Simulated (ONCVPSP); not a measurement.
# Reading a pseudo-wave (Sb)

Columns: radius, all-electron u(r) and pseudo u(r) of the 4s shell (level -148.83 eV) of antimony in the configuration [Ar] 3d10 4s2 4p6 4d10 5s2 5p3; PBE, scalar-relativistic, ONCV scheme, ONCVPSP 4.0.1.

| r (bohr) | all-electron | pseudo |
| --- | --- | --- |
| 0.080 | 0.4911 | 0.2186 |
| 0.160 | -0.2133 | 0.4292 |
| 0.240 | -0.7420 | 0.6240 |
| 0.320 | -0.5120 | 0.7954 |
| 0.400 | 0.0641 | 0.9373 |
| 0.480 | 0.6323 | 1.0445 |
| 0.560 | 1.0388 | 1.1136 |
| 0.640 | 1.2590 | 1.1436 |
| 0.720 | 1.3243 | 1.1359 |
| 0.800 | 1.2822 | 1.0944 |
| 0.880 | 1.1763 | 1.0246 |
| 0.960 | 1.0395 | 0.9337 |
| 1.040 | 0.8942 | 0.8295 |
| 1.120 | 0.7538 | 0.7195 |
| 1.200 | 0.6258 | 0.6106 |
| 1.280 | 0.5133 | 0.5081 |
| 1.360 | 0.4171 | 0.4159 |
| 1.440 | 0.3363 | 0.3361 |
| 1.520 | 0.2695 | 0.2694 |
| 1.600 | 0.2148 | 0.2148 |
| 1.680 | 0.1705 | 0.1705 |
| 1.760 | 0.1349 | 0.1348 |
| 1.840 | 0.1064 | 0.1063 |
| 1.920 | 0.0837 | 0.0836 |
| 2.000 | 0.0657 | 0.0656 |
| 2.080 | 0.0514 | 0.0514 |

Question: How many radial nodes do the two functions have?

Answer: The all-electron 4s function has n − l − 1 = 3 (the table is too coarse to show those close to the nucleus); the pseudo-wave has 0, since the states of the same l below it are removed with the core.

Question: At about which radius was the pseudo-wave matched?

Answer: 1.50 bohr, where the columns begin to agree (steps of 0.08 bohr).

Question: Is the pseudo-wave norm-conserving?

Answer: Yes: the ONCV scheme keeps the norm inside the radius equal to the all-electron one, which fixes the energy derivative of the logarithmic derivative at the level.
